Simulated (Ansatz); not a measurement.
Relaxation of Cl2FH5OSiTi (11 atoms, charge 0, multiplicity 1), to a largest force component of 0.03 eV/Å in at most 50 steps.

Theory: RHF/def2-SVP in Ansatz 0.2.0.

```xyz
11
Properties=species:S:1:pos:R:3
Ti 0.292 -0.173 -0.063
F 0.493 0.063 1.691
O 1.861 -0.208 -0.726
H 2.730 -0.471 -0.987
Cl -0.786 1.488 -1.051
Cl -0.588 -2.141 -0.520
Si -3.082 0.099 1.361
H -3.530 -0.422 0.053
H -3.735 -0.665 2.449
H -3.427 1.532 1.483
H -1.632 -0.056 1.516
```

Q: Where does it end, and by what steps?

A: It converged. The force dipped under the threshold on the way, but the program's further checks kept it going. After 18 steps the energy has fallen by 0.310 eV; H9 moved furthest, 0.96 Å.

| step | energy less start (eV) | largest force component (eV/Å) | accepted |
| --- | --- | --- | --- |
| 0 | 0.0000 | 1.509 | yes |
| 1 | -0.1515 | 0.799 | yes |
| 2 | -0.2516 | 0.157 | yes |
| 3 | -0.2873 | 0.422 | yes |
| 4 | -0.2977 | 0.197 | yes |
| 5 | -0.3015 | 0.576 | yes |
| 6 | -0.2967 | 1.203 | no |
| 7 | -0.3053 | 0.033 | yes |
| 8 | -0.3068 | 0.011 | yes |
| 9 | -0.3065 | 0.330 | no |
| 10 | -0.3079 | 0.062 | yes |
| 11 | -0.3076 | 0.165 | no |
| 12 | -0.3087 | 0.052 | yes |
| 13 | -0.3089 | 0.067 | yes |
| 14 | -0.3092 | 0.076 | yes |
| 15 | -0.3094 | 0.059 | yes |
| 16 | -0.3097 | 0.022 | yes |
| 17 | -0.3098 | 0.032 | yes |
| 18 | -0.3099 | 0.028 | yes |

```xyz
11
Properties=species:S:1:pos:R:3
Ti 0.823 -0.284 -0.168
F 1.161 -0.071 1.506
O 2.287 -0.225 -1.048
H 3.078 -0.236 -1.566
Cl -0.521 1.333 -0.837
Cl -0.141 -2.243 -0.452
Si -3.617 0.156 1.551
H -3.788 -0.409 0.194
H -4.657 -0.403 2.450
H -3.753 1.631 1.502
H -2.278 -0.202 2.076
```

Whether the end is a true minimum wasn't checked by a vibrational analysis.

Run time: 43 s on 4 threads of Arm Neoverse V1, with other jobs on the host, peak memory 0.39 GiB.
